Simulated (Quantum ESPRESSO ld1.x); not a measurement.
Problem. The table gives one normalised radial function P(r) = r R(r) of Xe4+ in [Kr] 4d10 5s2 5p2 (r in bohr). Calculated with ld1.x of Quantum ESPRESSO 7.5: scalar-relativistic Kohn-Sham, PW91, spin-unpolarised, spherical densities, point nucleus.

r,P
0.003535,0.0780
0.004083,0.0860
0.004753,0.0949
0.005489,0.1034
0.00639,0.1123
0.007439,0.1206
0.008591,0.1274
0.01,0.1328
0.01155,0.1356
0.01345,0.1350
0.01553,0.1301
0.01808,0.1192
0.02088,0.1024
0.02431,0.0769
0.02807,0.0450
0.03268,0.0033
0.03774,-0.0424
0.04394,-0.0943
0.05115,-0.1453
0.05907,-0.1865
0.06877,-0.2147
0.07942,-0.2188
0.09246,-0.1920
0.1068,-0.1333
0.1243,-0.0385
0.1436,0.0726
0.1671,0.1924
0.193,0.2831
0.2247,0.3254
0.2616,0.2890
0.3021,0.1750
0.3517,-0.0127
0.4062,-0.2160
0.4728,-0.3989
0.5461,-0.4862
0.6357,-0.4449
0.7342,-0.2725
0.8547,0.0170
0.9871,0.3330
1.149,0.6353
1.327,0.8330
1.545,0.9124
1.799,0.8583
2.077,0.7127
2.418,0.5113
2.793,0.3262
3.251,0.1752
3.755,0.0837
4.371,0.0312
5.048,0.0098
5.877,0.0023
6.787,0.0004
7.901,0.0001
9.125,0.0000
10.62,0.0000

Which n and l does it have? It may be an empty orbital.

Solution. n = 5, l = 0: the number of nodes gives n - l - 1 = 4, the rise at small r (about r^(l+1), flatter next to the nucleus through relativity) gives l, and the extent must fit the shell. The curve is that of 5s. 5s: eigenvalue -61.876 eV, 4 radial nodes at r = 0.0330, 0.131, 0.348, 0.848 bohr, <r> = 1.71 bohr, 90 % of the charge inside 2.43 bohr.
